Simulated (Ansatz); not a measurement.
Reaction (formal exchange of groups at a C–C bond): `CC(C)[O][GaH2]` + `F[SiH]1BC1` → `C[C@H]1B[Si@@H]1F` + `CC[O][GaH2]`

Calculated with Ansatz (gas phase, PBE0-D4/def2-TZVP geometries, no zero-point term in ΔE). CCSD(T)/CBS is the MP2 limit (def2-TZVPP, def2-QZVPP) plus CCSD(T) − MP2 in def2-TZVPP, frozen cores. DFT in def2-TZVPP. For Ga outer-core shells are correlated without core-valence functions, which leaves a few kJ/mol of doubt a bond. Scalar relativity is left out up to krypton. One conformer a species, not always the lowest.

```tsv
species	r2SCAN-D4 energy (Eh)
`CC(C)[O][GaH2]`	-2119.77934
`F[SiH]1BC1`	-454.65399
`C[C@H]1B[Si@@H]1F`	-493.95401
`CC[O][GaH2]`	-2080.46888
```

Work out ΔE.

ΔE = (-493.95401) + (-2080.46888) − (-2119.77934) − (-454.65399) = 0.01044 Eh = +27.4 kJ/mol. CCSD(T)/CBS gives +31.5 kJ/mol.

Largest T1 diagnostic among the species: 0.014.

From PBE to PBE0 (25 % exact exchange), in def2-TZVPP and without D4, ΔE moves by +9.7 kJ/mol. In def2-TZVPP, CCSD(T) changes the Hartree–Fock value by −9.9 kJ/mol (the triples alone add −3.4 kJ/mol) and MP2 by −8.6 kJ/mol.
